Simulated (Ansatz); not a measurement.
Basis sets compared for the cluster Ca3⁺. Charge 1, multiplicity 2. Geometry PBE0/def2-TZVP. Ansatz on 4 threads of Arm Neoverse V1 on a shared host; times are rough, and most runs start from earlier orbitals.

```xyz
3

Ca   -0.774    2.168   -0.646
Ca    0.473   -1.924   -1.337
Ca    0.301   -0.243    1.983
```

The structure comes from a short search, and lower isomers may exist.

```
        level  functions  energy (Eh)  HOMO (eV)  LUMO (eV)  wall time
 PBE/def2-SVP         72   -2031.5877      -6.85      -6.31      2.1 s
PBE0/def2-SVP         72   -2031.7271      -7.34      -5.75      2.5 s
```

(1) Estimate the rows for PBE/def2-TZVP, PBE0/def2-TZVP (with forces).

Answers

(1) 
```csv
level,functions,energy (Eh),HOMO (eV),LUMO (eV),wall time
PBE/def2-TZVP,108,-2031.8476,-6.82,-6.27,2.5 s
PBE0/def2-TZVP (with forces),108,-2031.9839,-7.33,-5.71,15 s
```
